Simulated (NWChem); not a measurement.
Species: AlNH₃Br; SMILES [NH2][AlH][Br]

```xyz
6

Al    -0.5774     1.0850     0.0000
H     -2.1237     1.3848     0.0000
Br     0.1884    -1.0435     0.0000
N      0.6148     2.3837     0.0000
H      1.6208     2.2556     0.0000
H      0.3864     3.3720     0.0000
```
Atoms are numbered in this order, from 1.

Results from NWChem. Pople sets run with spherical d functions. Coordinates come from a PBE0/def2-SVP optimisation. GIAO values for the isolated, static molecule; σ is the absolute isotropic shielding, δ = σ(reference) − σ with the isolated reference molecule computed at the same levels (1H: tetramethylsilane, 15N: ammonia). Spin-orbit effects, on the heavy nuclei and on their neighbours, are missing.

| level | σ Al1 (ppm) | δ H2 (ppm) | σ Br3 (ppm) | δ N4 (ppm) | δ H5 (ppm) | δ H6 (ppm) |
|---|---|---|---|---|---|---|
| LDA (Slater exchange, VWN5)/pcSseg-1 | 338.7 | 5.01 | 2599.4 | 67.0 | 1.84 | 1.89 |
| Hartree-Fock/6-31G* | 474.1 | 5.18 | 2894.0 | 27.7 | 0.66 | 0.71 |
| B3LYP/6-311G** | 374.5 | 4.90 | 2688.8 | 51.4 | 1.31 | 1.41 |
